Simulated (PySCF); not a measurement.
Dipole moment and polarisability of `C=C1CC=C[SiH2]S1`

Compound: C5H8SSi.
Cartesian coordinates in Å at the GFN2-xTB level; atoms count from 1:
```xyz
15
C5H8SSi angstrom
C      2.3379   -0.0511   -0.8308
C      1.2053    0.2606   -0.2179
C      0.5551   -0.6236    0.8132
C     -0.7143   -1.2245    0.2821
C     -1.7457   -0.4762   -0.0943
Si    -1.6332    1.3910   -0.0239
S      0.4149    1.8043   -0.5866
H      2.7789    0.6043   -1.5601
H      2.8634   -0.9644   -0.6098
H      1.2580   -1.4085    1.0960
H      0.3347   -0.0222    1.7011
H     -0.7370   -2.3032    0.1946
H     -2.6307   -0.9496   -0.4943
H     -2.4515    2.0636   -1.0206
H     -1.8403    1.9075    1.3292
```

Level: wB97X-D/def2-SVPD (PySCF), static field, nuclei fixed, core orbitals frozen in the response. The polarisability tensor in these axes (au):

```
x   122.60 -13.01  -7.41
y   -13.01 101.86  -4.19
z    -7.41  -4.19  80.15
```

Q: Diagonalise the tensor; give its mean and Δα, where Δα² is half the sum of the squared differences of the eigenvalues.

A: Principal values 77.06, 98.19 and 129.36 au; mean 101.54 au = 15.05 Å³ = 16.74 × 10⁻⁴⁰ C²·m²/J; Δα = 45.57 au (45 % of the mean).

Q: What is the dipole moment, and where does it point?

A: (-0.80, -1.81, 0.75) D, 2.11 D in size, pointing from the negative to the positive side. Measured along this direction, the outermost atoms are H8 at the negative end and H12 at the positive end.

Q: Estimate the molar refractivity from the static electronic polarisability.

A: Lorentz–Lorenz: R = (4π/3)N_A α = 2.5225 cm³/(mol·Å³) × 15.05 Å³ = 38.0 cm³/mol, in the limit of long wavelengths.

Q: Along which axes do the principal values lie, and how far do the nuclei extend along each?

A: Largest value along (0.91, -0.41, -0.10), where the nuclei span 6.02 Å; middle along (0.36, 0.87, -0.35), 4.38 Å; least along (0.23, 0.28, 0.93), 2.99 Å. The response follows the extents in order.

Q: Find the Langevin capture rate constant for H3+ (3.023 u) meeting this molecule (128.012 u), k = 2.342 × 10⁻⁹ cm³/s × √(α in Å³ / reduced mass in u).

A: The reduced mass is 2.95 u, so k = 5.29 × 10⁻⁹ cm³/s. The formula leaves out the permanent dipole, which adds to the capture rate.

Q: Sum over states: ᾱ = Σ f/ω², ω in Eh. What share falls to these 8 lowest TDDFT singlets (eV, f)? 5.13, 0.0413; 5.52, 0.0030; 5.90, 0.1365; 6.04, 0.0066; 6.45, 0.0734; 6.55, 0.0248; 6.59, 0.1286; 7.15, 0.0047.

A: They add up to 8.27 au, 8.1 % of the 101.54 au; the largest single term is 2.91 au, from the state at 5.90 eV. Terms in order: 1.16, 0.07, 2.91, 0.13, 1.31, 0.43, 2.19, 0.07 au. Higher excitations give the rest. The strengths listed sum to 0.419.

Q: Refractivity n − 1 of an ideal gas of it at 400 K and 1 atm, from the electronic α?

A: N = p/kT = 1.8347 × 10¹⁹ cm⁻³, so n − 1 = 2π × N × 15.05 × 10⁻²⁴ cm³ = 1735 × 10⁻⁶ at long wavelengths, for an ideal gas.

One conformer (not necessarily the lowest) at the GFN2-xTB geometry, without solvent, vibrations or thermal averaging.

Note: wB97X-D ran without an empirical dispersion term, which enters the total energy and its gradient alone.
